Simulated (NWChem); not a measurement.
Molecule: InH₂Cl; SMILES [Cl][InH2]

```xyz
4

In     0.0000     0.0000     0.5722
H      0.0000    -1.5817     1.2356
H      0.0000     1.5817     1.2356
Cl     0.0000     0.0000    -1.7946
```
Atoms are numbered in this order, from 1.

Computed with NWChem. Structure relaxed at the PBE0/def2-SVP level. Not confirmed as a minimum by frequencies. def2 effective core potentials on In; no spin-orbit coupling. Ions are spin-unrestricted doublets at the neutral geometry; other ion states weren't tried.

**Question.** What does the run give for B3LYP/def2-SVP? Quantities: −ε(HOMO) (eV).

**Answer.** −ε(HOMO) (eV): 7.71
